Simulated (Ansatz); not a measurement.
Geometry optimisation, Ansatz 0.2.0, RKS LDA/def2-SVP.

input.yaml

```yaml
crystal:
  periodic: [false, false, false]
  atoms:
    - { symbol: Ga, position_ang: [0.074536, 0.300965, -0.084434] }
    - { symbol: H, position_ang: [-0.027913, 0.095333, 1.473572] }
    - { symbol: H, position_ang: [1.436568, 0.748031, -0.71232] }
    - { symbol: H, position_ang: [-1.229495, 0.059694, -0.922179] }
    - { symbol: S, position_ang: [0.285627, -2.967283, 1.012862] }
    - { symbol: H, position_ang: [-1.025882, -3.14114, 0.675754] }
    - { symbol: H, position_ang: [-0.012841, -1.7605, 1.640546] }
basis:
  gaussian: { orbitals: def2-SVP }
hamiltonian:
  xc: lda
relax:
  f_tol: 0.03
  max_steps: 50
output:
  orbitals: {}
```

Launched with:

```bash
$ ansatz run input.yaml --threads 1 --pin off --max-ram 2048MiB --backend cpu --events-out ev --progress --plain --runs-dir out
```

Q: Where does it end, and by what steps?

A: The run converged. After 13 steps the energy has fallen by 0.538 eV; H7 moved furthest, 0.94 Å. Joined: Ga1–S5 (3.45 → 2.52 Å).

| step | energy less start (eV) | largest force component (eV/Å) | accepted |
| --- | --- | --- | --- |
| 0 | 0.0000 | 0.595 | yes |
| 1 | -0.1399 | 0.368 | yes |
| 2 | -0.2664 | 0.389 | yes |
| 3 | -0.3613 | 0.474 | yes |
| 4 | -0.3991 | 0.361 | yes |
| 5 | -0.4495 | 0.435 | yes |
| 6 | -0.4909 | 0.429 | yes |
| 7 | -0.5139 | 0.041 | yes |
| 8 | -0.5256 | 0.091 | yes |
| 9 | -0.5075 | 0.910 | no |
| 10 | -0.5319 | 0.039 | yes |
| 11 | -0.5330 | 0.227 | yes |
| 12 | -0.5330 | 0.326 | yes |
| 13 | -0.5380 | 0.018 | yes |

```xyz
7
Properties=species:S:1:pos:R:3
Ga -0.044 0.053 0.008
H -0.553 0.517 1.426
H 1.477 0.239 -0.350
H -1.088 -0.093 -1.161
S 0.120 -2.424 0.460
H -1.119 -2.598 1.009
H 0.708 -2.359 1.692
```

Whether the end is a true minimum wasn't checked by a vibrational analysis.

Run time: 19 s on 1 thread of Arm Neoverse V1, with other jobs on the host, peak memory 0.14 GiB.
